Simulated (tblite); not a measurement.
Species: C₃H₉NSi₂.
Z-matrix (Å and degrees, GFN2-xTB geometry), rows numbered from 1:
```
C 
N   1  1.2553
C   2  1.4100  1  121.27
Si  3  1.9396  2  111.39  1  -130.20
C   4  1.9186  3   88.15  2  -114.35
Si  5  1.9181  4   92.49  3     0.91
H   1  1.0978  2  123.98  3     0.07
H   1  1.0799  2  118.84  3  -179.90
H   3  1.1049  2  112.03  1    -0.21
H   4  1.4665  3  112.52  2   129.53
H   4  1.4594  3  113.56  2     2.90
H   5  1.0867  4  114.37  3   119.21
H   5  1.0870  4  114.61  3  -117.51
H   6  1.4667  3  112.57  2  -129.66
H   6  1.4594  3  113.59  2    -2.71
```

Method: GFN2-xTB as coded in tblite; computed harmonic values from a numerical Hessian at the method's own geometry, unscaled. Against measured fundamentals such values can be off by several per cent, at times by over 20. Modes of hydrogen on silicon can be 10 to 20 % off. One conformer, not necessarily the lowest.

Harmonic wavenumbers (cm⁻¹): 27.5, 90.5, 192.5, 232.8, 317.5, 406.2, 424.3, 447.7, 494.8, 510.5, 565.9, 620.4, 621.2, 661.5, 693.4, 731.7, 762.2, 767.8, 783.1, 786.2, 930.1, 936.2, 1054.5, 1071.5, 1084.8, 1157.5, 1292.2, 1423.8, 1459.1, 1706.5, 2222.7, 2228.9, 2289.8, 2293.4, 2767.7, 2844.2, 3008.2, 3017.7, 3067.7.

A = 3475, B = 1851, C = 1323 MHz; mass 115.027 u (most abundant isotopes); point group Cs, symmetry number 1.

Question: Zero-point energy?

Answer: ½Σν̃ = 22997 cm⁻¹ = 275.11 kJ/mol.

Question: Entropy at 273.15 K, 1 bar (ideal gas, RRHO, classical rotation)?

Answer: Translation 166.22, rotation 116.17, vibration 85.72: S = 368.1 J/(mol K).

Question: And Cp and H(273.15 K) − H(0)?

Answer: Cp = 135.31 J/(mol K), of which vibrations give 102.06 (their classical limit is 39 R = 324.3); H(273.15 K) − H(0) = 21.66 kJ/mol without the zero-point energy, 12.58 from vibrations.

Question: Blend soft modes into free rotors: weight 1/[1 + (100 cm⁻¹/ν̃)⁴] for the oscillator and the rest for a rotor with moment μB/(μ + B), μ = h/(8π²ν), B = 10⁻⁴⁴ kg m². What vibrational entropy results?

Answer: 76.90 J/(mol K) in place of 85.72, which changes −T·S at 273.15 K by +2.41 kJ/mol.

Question: How do the functions run with temperature in this model?

Answer: 
| T (K) | S (J/(mol K)) | Cp (J/(mol K)) | H − H(0) (kJ/mol) | G − H(0) (kJ/mol) | ln q(vib) |
| --- | --- | --- | --- | --- | --- |
| 150 | 304.7 | 81.1 | 8.31 | -37.40 | 2.42 |
| 250 | 356.6 | 125.6 | 18.64 | -70.50 | 4.31 |
| 298.15 | 380.4 | 145.3 | 25.17 | -88.24 | 5.28 |
| 400 | 428.2 | 180.1 | 41.82 | -129.45 | 7.43 |
| 600 | 510.9 | 227.4 | 82.93 | -223.59 | 11.71 |
| 900 | 612.2 | 271.3 | 158.31 | -392.63 | 17.74 |

q(vib) and H(0) count from the zero-point level.

Question: What must be added to the electronic energy to get the Gibbs energy at 273.15 K and 1 bar?

Answer: ZPE + [H(273.15 K) − H(0)] − T·S = 275.11 + 21.66 − 100.55 = 196.22 kJ/mol.

Question: Which modes carry the vibrational entropy at 273.15 K?

Answer: 27.5 cm⁻¹: 24.39; 90.5 cm⁻¹: 14.55; 192.5 cm⁻¹: 8.55; 232.8 cm⁻¹: 7.12; 317.5 cm⁻¹: 4.94; 406.2 cm⁻¹: 3.41 J/(mol K); the other 33 give 22.76 together.

Hindered rotation and anharmonicity are outside this model. Other conformers, if any are populated, would add a mixing term that is left out.

The run took 0.52 s on one thread, Arm Neoverse V1 (aarch64), no GPU (shared host). This covers the Hessian and the dipole derivatives.
